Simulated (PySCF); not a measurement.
Predicted microwave data (PBE0/pcSseg-1 in PySCF (dipole) on a GFN2-xTB geometry, gas phase) for one isomer of C5H8ClFO2:

```
Rotational constants : A = 1909, B = 1009, C = 795.7 MHz
Dipole components    : |μa| = 1.62 D, |μb| = 1.41 D, |μc| = 0.04 D
Inertial defect      : -130.36 u·Å²
κ                    : -0.62
```

Question: Which candidate fits, each taken in the one conformer that was computed?
A. `[CH3:1][O:2][C@@H:3]([C:4](=[O:5])[Cl:6])[C@@H:7]([CH3:8])[F:9]` with C1–O2–C3–C4 156°, O2–C3–C4–O5 170°, O2–C3–C7–C8 -45°
B. `[CH3:1][O:2][C@@H:3]([CH3:4])[C@H:5]([F:6])[C:7](=[O:8])[Cl:9]` with C1–O2–C3–C4 159°, O2–C3–C5–F6 79°, C3–C5–C7–O8 -74°
C. `[CH3:1][O:2][CH2:3][C@:4]([CH3:5])([F:6])[C:7](=[O:8])[Cl:9]` with C1–O2–C3–C4 -179°, O2–C3–C4–C5 -166°, C3–C4–C7–O8 -71°

Answer: A. It is CO[C@@H](C(=O)Cl)[C@@H](C)F, an asymmetric top, point group C1. The candidates at the same level (rigid rotor, commonest isotopes):

```tsv
SMILES	A (MHz)	B (MHz)	C (MHz)	μa (D)	μb (D)	μc (D)	Δ (u·Å²)	point group	rotor
CO[C@@H](C)[C@H](F)C(=O)Cl	1701	1162	971.0	2.25	0.67	1.57	-211.56	C1	asymmetric top
CO[C@@H](C(=O)Cl)[C@@H](C)F	1909	1009	795.7	1.62	1.41	0.04	-130.36	C1	asymmetric top
COC[C@](C)(F)C(=O)Cl	1583	1129	929.4	2.82	2.22	0.11	-223.21	C1	asymmetric top
```

`COC[C@](C)(F)C(=O)Cl` has A 17 % too low; `CO[C@@H](C)[C@H](F)C(=O)Cl` has C 22 % too high. No structure here is proved a minimum.
